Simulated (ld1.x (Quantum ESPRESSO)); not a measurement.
What one change does to a pseudopotential (Ti, TM)

titanium, norm-conserving Troullier–Martins (Kleinman–Bylander form), made with ld1.x (Quantum ESPRESSO) 7.5 (PBE, non-relativistic). Core [Ar], reference 3d2 4s0.5 4p0 (charge +1.5). Waves: 4s (bound): rc 2.00 bohr; 4p (bound, empty): rc 2.35 bohr; 3d (bound): rc 2.05 bohr. Local part: all-electron potential smoothed inside 1.80 bohr (lloc = -2). Core correction: none.

Change: functional LDA (PZ).

Cutoffs: the cutoffs (Ry, on a coarse ladder) from which the occupation-weighted sum of valence levels, in a spherical-Bessel basis at the reference potential, stays within 10 and 1 mRy of its value at 400 Ry; they do not see the model core or the augmentation charge, which bear on the density cutoff. Errors are all-electron minus pseudo energies relative to the spin-unpolarised reference configuration.

Predict the effect on cutoff, ghosts and configuration errors.

The potential gets neither clearly harder nor softer (50 Ry and 60 Ry → 50 Ry and 60 Ry); both files keep a bound ghost (s); the number of tests with a reliable result goes from 7 to 9; of the 7 tests that both files solve, the error grows in 0 and shrinks in 7 by more than 15 % and 0.3 meV (median size 103.0 → 52.7 meV).

```csv
quantity,base,changed
"cutoff, loose",50 Ry,50 Ry
"cutoff, tight",60 Ry,60 Ry
loose cutoff by channel (10 mRy a level),"s 15 Ry, d 50 Ry","s 18 Ry, d 50 Ry"
bound ghosts,s,s
"error for 3d2 4s2 4p0, meV [ΔE -13.21 → -13.53 eV]",+200,+94
"error for 3d2 4s1 4p0, meV [ΔE -5.92 → -6.05 eV]",+43,+16
"error for 3d2 4s0 4p0, meV [ΔE 7.55 → 7.64 eV]",+69,+25
"error for 3d2 4s1.5 4p0, meV [ΔE -10.30 → -10.54 eV]",+122,+53
"error for 3d2 4s0 4p1, meV [ΔE -2.22 → -2.29 eV]",+19,+2.6
"error for 3d3 4s1 4p0, meV [ΔE -12.26 → -12.63 eV]",+103,+68
"error for 3d1 4s2 4p1, meV [ΔE -8.35 → -8.53 eV]",+494,+301
s: phases at 2.56 bohr within 0.05 rad from the reference energy up to (Ry; the scan ends near 5),-0.8,-0.8
p: phases at 2.56 bohr within 0.05 rad from the reference energy up to (Ry; the scan ends near 5),-0.3,-0.3
d: phases at 2.56 bohr within 0.05 rad from the reference energy up to (Ry; the scan ends near 5),0.4,0.4
```

 A true bound ghost makes a file unfit for plane-wave use even where its test errors are small: the radial tests pick states by their node count and pass the ghost by.
